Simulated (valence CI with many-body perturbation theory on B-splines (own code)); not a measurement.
The numbers below are computed, except where a source is named.
**Hyperfine factors and g values of Ce¹⁷⁺**

Method: configuration interaction combined with many-body perturbation theory (CI+MBPT): five valence electrons over a frozen Dirac-Fock core [Kr], radial functions for each j: 7 s, 7 p, 8 d, 6 f, 4 g, 1 h, with the one-electron correlation potential Σ1 (screened to all orders), the two-electron term Σ2, the three-electron term Σ3, Breit, model QED; selected single and double excitations, second order for the rest (own B-spline code, finite nucleus).

No measured levels were compared; by estimate terms of the open shell hold to 2 to 4 % of their energy, and close levels can change places. Core correlation moves these levels by up to 13000 cm⁻¹, and in measured spectra 5 to 20 % of such shifts remained as error; rates that hang on mixing are uncertain with them. Among the levels kept, up to 280 cm⁻¹ of a level comes from second order outside the variational space, and about a tenth of that is noise between levels of different J, which matters for small intervals. Only levels of the ground parity were solved; by the run's estimate the other parity begins above the list, which can be wrong where configurations are misplaced.

A/g_I is the dipole constant over the nuclear g factor μ/I (μ in nuclear magnetons, uniformly magnetised nucleus), B/Q the quadrupole constant per barn. Both hold the static response of the core; the bare values leave it out. Large factors of s and p1/2 electrons are usually good to 5 to 10 %; those of open d and f shells near neutrality can be off by tens of per cent, and small factors of p3/2, d and f electrons come from cancelling terms and can be off by a factor of two or in sign, in half-filled shells by more. B is blank for J = 1/2, where it vanishes, and for nearly pure S terms. Energies count from the lowest level.

Names give the largest LS component (configuration and term), which can be under half, so a name can repeat, a term be missing and a line seem to break the LS rules; names also repeat where a configuration has a term twice. Letters in brackets count levels of one name in rising energy.

| Level | E (cm⁻¹) | g | A/g_I (MHz) | A/g_I bare | B/Q (MHz/b) | B/Q bare |
| --- | --- | --- | --- | --- | --- | --- |
| 4d⁵ ⁶S_5/2 | 0.0 | 1.882 | -585 | 502 | 641 | 590 |
| 4d⁵ ⁴G_5/2 [a] | 35040 | 1.060 | 2920 | 2920 | 4780 | 4520 |
| 4d⁵ ⁴G_7/2 | 50433 | 1.108 | 3290 | 3340 | 4580 | 4340 |
| 4d⁵ ⁴D_3/2 [a] | 52637 | 1.328 | 3160 | 3510 | 4140 | 3930 |
| 4d⁵ ⁴G_11/2 | 53465 | 1.199 | 3620 | 3790 | -74.8 | -86.6 |
| 4d⁵ ⁴G_5/2 [b] | 56415 | 1.077 | 3130 | 3150 | 1690 | 1610 |
| 4d⁵ ⁴G_9/2 | 57063 | 1.166 | 3350 | 3480 | 3730 | 3530 |
| 4d⁵ ⁴P_1/2 | 61875 | 1.729 | -1310 | -425 |  |  |
| 4d⁵ ⁴D_7/2 | 70375 | 1.254 | 2690 | 2940 | 224 | 214 |
| 4d⁵ ²D_5/2 [a] | 74482 | 1.250 | 2780 | 3030 | -301 | -289 |
| 4d⁵ ²I_11/2 | 80795 | 1.017 | 4170 | 4100 | 377 | 361 |
| 4d⁵ ²F_7/2 [a] | 81821 | 1.136 | 3820 | 3910 | -5100 | -4840 |
| 4d⁵ ⁴D_1/2 | 83004 | 0.842 | 7520 | 7220 |  |  |
| 4d⁵ ⁴D_3/2 [b] | 85281 | 1.166 | 5060 | 5200 | -3480 | -3310 |
| 4d⁵ ²G_9/2 [a] | 87192 | 1.156 | 3330 | 3440 | -602 | -583 |
| 4d⁵ ⁴F_3/2 | 89232 | 0.861 | 4930 | 4660 | 404 | 388 |
| 4d⁵ ²I_13/2 | 89477 | 1.075 | 4180 | 4190 | -5.38 | 1.52 |
| 4d⁵ ²F_5/2 [a] | 94062 | 1.019 | 4160 | 4100 | -808 | -751 |
| 4d⁵ ²H_9/2 | 104890 | 1.107 | 3770 | 3820 | 716 | 681 |
| 4d⁵ ⁴F_5/2 | 107280 | 1.093 | 3800 | 3830 | -918 | -872 |
| 4d⁵ ²G_7/2 [a] | 107610 | 0.996 | 5060 | 4970 | -345 | -325 |
| 4d⁵ ²F_5/2 [b] | 114270 | 1.093 | 2710 | 2750 | -1070 | -1020 |
| 4d⁵ ²D_3/2 [a] | 114950 | 0.745 | 6720 | 6300 | 7.12 | 19.7 |
| 4d⁵ ²F_7/2 [b] | 119230 | 1.085 | 4340 | 4370 | 1680 | 1600 |
| 4d⁵ ²S_1/2 | 122260 | 1.929 | -1970 | -826 |  |  |
| 4d⁵ ⁴F_7/2 | 125390 | 1.188 | 3020 | 3180 | -6890 | -6540 |
| 4d⁵ ²G_9/2 [b] | 128450 | 1.091 | 3820 | 3860 | 1970 | 1890 |
| 4d⁵ ²H_11/2 | 129700 | 1.066 | 4100 | 4100 | -303 | -262 |
| 4d⁵ ²D_3/2 [b] | 139000 | 0.838 | 4890 | 4590 | -3780 | -3590 |
| 4d⁵ ²D_5/2 [b] | 144680 | 1.099 | 3730 | 3780 | 2570 | 2450 |
| 4d⁵ ²G_9/2 [c] | 152640 | 1.110 | 3660 | 3720 | -5800 | -5500 |
| 4d⁵ ²D_5/2 [c] | 153530 | 1.110 | 3160 | 3210 | -2410 | -2270 |
| 4d⁵ ²G_7/2 [b] | 160170 | 0.936 | 4980 | 4800 | 5850 | 5560 |
| 4d⁵ ²P_3/2 | 169460 | 1.239 | 3300 | 3520 | -3690 | -3510 |
| 4d⁵ ²P_1/2 | 183190 | 0.830 | 354 | 31.3 |  |  |
| 4d⁵ ²D_5/2 [d] | 199770 | 1.191 | 2780 | 2950 | -4190 | -3970 |
| 4d⁵ ²D_3/2 [c] | 206160 | 0.877 | 6790 | 6540 | 6400 | 6070 |
